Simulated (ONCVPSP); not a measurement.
# LDA (Perdew-Wang 92) ONCV dataset for Rh (Z = 45), fully relativistic all-electron reference.

```
Element                 : Rh
Generator               : ONCVPSP 4.0.1
Type                    : optimised norm-conserving Vanderbilt (ONCV)
Functional              : LDA (Perdew-Wang 92)
Relativity              : fully relativistic
Frozen core             : [Ar] 3d10
Valence charge          : 17
Reference configuration : 4s2 4p6 4d8 5s1
Partial waves           : 4s+5s: rc 1.55 bohr, ncon 5, nbas 10, qcut 9.5 1/bohr, 2 projectors; 4p: rc 1.65 bohr, ncon 4, nbas 8, qcut 7.3 1/bohr, 2 projectors, debl 1.8 Ha; 4d: rc 1.55 bohr, ncon 4, nbas 9, qcut 10.1 1/bohr, 2 projectors, debl 1.4 Ha
Local potential         : polynomial inside 1.00 bohr (lpopt 4, dvloc0 1 Ha)
Core correction         : polynomial model core, fcfact 0.65
```

Open shells are filled in proportion to 2j + 1.

In the p channel the program set the typed energies aside and used -1.811, 0.250 Ha (j = l + 1/2; the other j can differ).

Calculated quality:

* Cutoffs needed: 31 Ha and 37 Ha (the cutoffs (Ha) at which the residual kinetic energy of the hardest occupied pseudo-wave falls to 1 and 0.1 mHa per electron)
* Ghost test: no bound ghost flagged; GHOST(+) flagged for s at 347.4 eV
* Largest excitation error: +5.2 meV (all-electron minus pseudo) for 4s2 4p6 4d6 5s0, out of 4 test configurations
* rms error of d²Exc/dni dnj: 7.02 mHa without and 3.73 mHa with the model core

Generation and tests took about 7.4 s on one core of a shared server CPU.
